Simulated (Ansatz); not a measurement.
`C[SiH2][B](C)[AlH2]` + H₂Se → `[AlH2][SeH]` + `CB[SiH2]C`  (cleavage of the Al–B bond)

Isolated molecules relaxed with PBE0-D4/def2-TZVP in Ansatz; ΔE leaves out vibrations. CBS: MP2 limit from def2 TZ/QZ plus the TZ coupled-cluster correction, frozen cores. Functionals use def2-TZVPP. For Se outer-core shells are correlated without core-valence functions, which leaves a few kJ/mol of doubt a bond. Scalar relativity is left out up to krypton. Each species was taken in one conformer, which may not be the lowest.

`C[SiH2][B](C)[AlH2]`:

Cartesian coordinates in Å:
```
C 1.430 -1.815 -0.551
Si -0.206 -0.948 -0.881
B -0.545 0.722 0.209
C -2.030 1.181 0.353
Al 1.148 1.636 1.100
H 1.553 -2.690 -1.193
H 1.494 -2.151 0.487
H 2.274 -1.145 -0.742
H -1.325 -1.931 -0.740
H -0.226 -0.479 -2.305
H -2.715 0.835 -0.426
H -2.203 2.242 0.549
H -2.341 0.653 1.274
H 1.606 1.252 2.581
H 2.087 2.637 0.284
```

H₂Se:

Z-matrix (Å, degrees):
```
Se
H 1 1.467
H 1 1.467 2 91.2
```

`[AlH2][SeH]`:

```xyz
5

Al    0.470    0.029   -0.523
Se   -1.065    0.874    0.988
H     1.150    1.076   -1.490
H     0.773   -1.522   -0.528
H    -1.327   -0.456    1.553
```

`CB[SiH2]C`:

Z-matrix (Å, degrees):
```
C
B 1 1.552
H 1 1.093 2 114.5
H 1 1.091 2 116.4 3 130.5
H 1 1.105 2 103.1 3 -113.5
Si 2 2.018 1 124.7 3 -150.2
H 2 1.202 1 117.9 3 33.1
C 6 1.879 2 114.9 1 1.1
H 6 1.496 2 107.7 1 123.2
H 6 1.495 2 109.0 1 -122.1
H 8 1.092 6 111.3 2 179.3
H 8 1.093 6 110.9 2 -60.5
H 8 1.093 6 110.8 2 59.2
```

Problem. Is it downhill or uphill in electronic energy at CCSD(T)/CBS, and by how much? (An estimate is asked.)

Solution. Computed: Downhill: ΔE = -155.8 kJ/mol.

Problem. What do these levels give: PBE-D4, r2SCAN-D4, MP2/def2-TZVPP, SCS-MP2/def2-TZVPP, MP2/def2-QZVPP, SCS-MP2/def2-QZVPP? (An estimate is asked.)

Solution. Ansatz gave: PBE-D4 -141.4, r2SCAN-D4 -153.5, MP2/def2-TZVPP -162.9, SCS-MP2/def2-TZVPP -161.0, MP2/def2-QZVPP -164.4, SCS-MP2/def2-QZVPP -162.4 kJ/mol.

Largest T1 diagnostic among the species: 0.012.

The D4 term adds +5.2 kJ/mol with B3LYP and +3.1 kJ/mol with PBE0; it sums over pairs of atoms, weighted by their polarisabilities, and B3LYP, whose exchange is more repulsive, gets the larger term. In def2-TZVPP, CCSD(T) changes the Hartree–Fock value by +17.9 kJ/mol (the triples alone add +1.9 kJ/mol) and MP2 by +7.9 kJ/mol. From PBE to PBE0 (25 % exact exchange), in def2-TZVPP and without D4, ΔE moves by −6.4 kJ/mol.

B3LYP here is the variant with VWN-RPA as its local correlation; programs differ in this.
